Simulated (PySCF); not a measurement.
**BeSe⁻ at UHF-CCSD**

Level: UHF-CCSD. PySCF, no relativity, basis sets Be aug-pcseg-1, Se aug-pcseg-1.

For BeSe⁻, the state is ²Σ⁺ (doublet), unpaired electrons σ ↑. The bond length is 1.980 Å, the harmonic wavenumber is 727 cm⁻¹ and the force constant is 2.52 mdyn/Å. The rotational constant Be is 0.5308 cm⁻¹. The anharmonicity ωexe is 4.05 cm⁻¹. The vibration–rotation constant αe is 0.00416 cm⁻¹.

Correlated steps freeze 9 core orbitals. Spin–orbit coupling is left out. The state was picked by a PBE0 search and need not be the measured ground state.
